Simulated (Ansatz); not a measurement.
Reaction (atomization): `C#CSB[SiH2]C` → B• + 3 C• + 7 H• + S• + Si•

Computed with Ansatz on PBE0-D4/def2-TZVP structures; ΔE is electronic, products minus reactants. CCSD(T)/CBS is the MP2 limit (def2-TZVPP, def2-QZVPP) plus CCSD(T) − MP2 in def2-TZVPP, frozen cores. This one scheme is used for every species, atoms too. Functionals use def2-TZVPP. HSE06 is defined as in plane-wave codes. No spin–orbit coupling; open shells (•) take unrestricted orbitals. Spin–orbit coupling would lower the free atoms: a little for B, C, S, Si. Each species was taken in one conformer, which may not be the lowest.

CCSD(T)/CBS gives +4846.2 kJ/mol.

(1) Another level gave +4881.1 kJ/mol. Which?
A. CAM-B3LYP-D4/def2-TZVPP
B. HSE06/def2-TZVPP
C. CAM-B3LYP/def2-TZVPP
D. LDA (SPW92)/def2-TZVPP

(2) What do rigid-rotor, harmonic-oscillator terms from PBE0-D4/def2-TZVP frequencies (298.15 K, 1 bar) make of the CCSD(T)/CBS value? (Best estimate.)

Largest T1 diagnostic among the species: 0.014.

## Answers

(1) B. HSE06 4881.1, CAM-B3LYP 4821.0, CAM-B3LYP-D4 4852.8, LDA (SPW92) 5573.3 kJ/mol.

(2) The calculation gave: ΔZPE = -229.8 kJ/mol, ΔH = +4671.8 kJ/mol, ΔS = 1391 J/(mol·K), ΔG = +4257.1 kJ/mol. Open shells count their whole term as degenerate. Modes under 50 cm⁻¹ make the entropy rough.

At CCSD(T), def2-SVP lies −242.7 kJ/mol from the extrapolated value and def2-TZVPP −121.4 kJ/mol: correlation converges slowly with the basis, and small sets miss more of it in the bonded molecule than in its fragments. From PBE to PBE0 (25 % exact exchange), in def2-TZVPP and without D4, ΔE moves by −76.7 kJ/mol: exact exchange takes away binding that semilocal exchange gives to molecules.

For atomizations the MP2-based limit and the directly extrapolated one differ by several kJ/mol either way, and by 10 to 25 for some Ge, Se and Sn compounds, so smaller differences from it don't rank the levels.
